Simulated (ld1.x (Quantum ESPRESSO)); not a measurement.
Building the PAW potential for rhodium (PBE, scalar-relativistic).

- Element: Rh (Z = 45)
- Generator: ld1.x (Quantum ESPRESSO) 7.5
- Type: PAW
- Functional: PBE
- Relativity: scalar-relativistic
- Frozen core: [Kr]
- Valence charge: 9
- Reference configuration: 4d6 5s0 5p0 (charge +3)
- Partial waves: 5s (bound, empty): rcut 1.40, rcutus 1.75 bohr; 5s channel at -0.5 Ry: rcut 1.40, rcutus 1.75 bohr; 5p (bound, empty): rcut 1.60, rcutus 2.15 bohr; 5p channel at -1.3 Ry: rcut 1.60, rcutus 2.15 bohr; 4d (bound): rcut 1.60, rcutus 1.85 bohr; 4d channel at 0.9 Ry: rcut 1.60, rcutus 1.85 bohr
- Local potential: all-electron potential smoothed inside 1.40 bohr (lloc = -1)
- Core correction: Bessel-smoothed model core, default radius (core density twice the valence density)
- Augmentation charge: BESSEL, radius 1.30 bohr

Problem. Does the potential have ghost states?

Solution. Ghost state, extra bound levels that the all-electron valence spectrum of the same l lacks: p at -83.1 eV (s, d not tested). A true bound ghost makes a file unfit for plane-wave use.

Problem. Is the overlap operator S = 1 + Σ q|β⟩⟨β| positive definite (Bessel basis up to 400 Ry)?

Solution. No: its lowest eigenvalue is -6.398, in the d channel, so the generalised eigenproblem breaks down once the basis is large enough.

Test run stopped at test 1 of 7 (negative rho).

Its overlap operator is not positive definite in a basis up to 400 Ry (lowest eigenvalue s -0.02, d -6.40), so the file is unfit for use: the generalised eigenproblem breaks down once the basis is large enough, and its test numbers describe a broken file.
